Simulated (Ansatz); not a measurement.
Z-matrix (Å, degrees):
```
Zr
F 1 1.9184
F 1 1.9190 2 115.77
F 1 1.9227 2 108.99 3 121.33
N 1 2.0290 2 107.46 4 118.09
H 5 1.0286 1 125.94 2 159.23
H 5 1.0286 6 108.04 1 -175.37
```
Charge 0, spin multiplicity 1.

Computed with frozen-core CCSD(T)/def2-TZVPP // BP86-D3(BJ)/def2-SVP run with Ansatz (a quantum-chemistry and plane-wave program).

- HF energy = -400.92824 Ha
- MP2 correlation energy = -1.31833 Ha

### Question
Estimate the CCSD correlation energy, the (T) correction, the total energy and the T1 diagnostic.

### Answer

```json
{
  "CCSD correlation energy": "-1.31544 Ha",
  "(T) correction": "-0.04800 Ha",
  "CCSD(T) total energy": "-402.29168 Ha",
  "T1 diagnostic": "0.017"
}
```
